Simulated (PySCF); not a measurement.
WO2Cl2, SMILES [O]=[W](=[O])([Cl])[Cl], multiplicity 1. The structure is a stationary point at B3LYP-D3(BJ)/def2-SVP. The spin state was assumed, not searched. The isomer is the one that the SMILES or the coordinates give; other isomers of the formula were not compared. The def2 effective core potentials stand for the cores of W; spin–orbit coupling is left out.

### Question
Give the equilibrium geometry at B3LYP-D3(BJ)/def2-SVP (PySCF confirms it by a frequency run) as bond lengths and angles, and its point group. (An estimate is asked for; the answer gives what the named calculation found.)

### Answer
point group C2v.
Atoms: W1 O2 O3 Cl4 Cl5. Bonds (Å): W1–O2 1.704, W1–O3 1.704, W1–Cl4 2.282, W1–Cl5 2.282. Angles (°): O2–W1–O3 106.4, O2–W1–Cl4 109.0, O2–W1–Cl5 109.0, O3–W1–Cl4 109.0, O3–W1–Cl5 109.0, Cl4–W1–Cl5 114.1.
Charge 0, spin multiplicity 1.
